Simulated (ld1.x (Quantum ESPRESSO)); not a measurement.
# Ranking TM potentials for vanadium

All share these settings but for the change named:

V (Z = 23), norm-conserving Troullier–Martins (Kleinman–Bylander form), made with ld1.x (Quantum ESPRESSO) 7.5 (PBE, scalar-relativistic). Core [Ne], reference 3s2 3p6 3d4 4s1 4p0. Waves: 3p (bound): rc 1.45 bohr; 3d (bound): rc 1.65 bohr; 3s (bound): rc 1.00 bohr. Local part: the s channel. Core correction: none.

Occupied shells without a wave of their own: 4s. They enter only through the test configuration that unscreens the potential.

Cutoff: the first of the cutoffs (Ry, on a coarse ladder) from which the occupation-weighted sum of valence levels, in a spherical-Bessel basis at the reference potential, stays within 10 and 1 mRy of its value at 400 Ry; the density cutoff is not measured.

The base gives 140 Ry.

Of 8 variants that were run, those that failed, showed a ghost or another fault, or gave nearly equal values are left out.

A variant can come out equal or close to the base.

Question: Rank these variants from softest to hardest (loose cutoff).
A. all radii scaled by about 0.74 (s 0.74, p 1.08, d 1.22 bohr)
B. all radii scaled by about 1.07 (s 1.08, p 1.56, d 1.76 bohr)
C. all radii scaled by about 1.16 (s 1.16, p 1.68, d 1.90 bohr)
D. all radii scaled by about 1.28 (s 1.28, p 1.86, d 2.12 bohr)
E. all radii scaled by about 0.82 (s 0.82, p 1.20, d 1.36 bohr)

Answer: D (80 Ry), C (100 Ry), B (120 Ry), E (140 Ry), A (230 Ry).
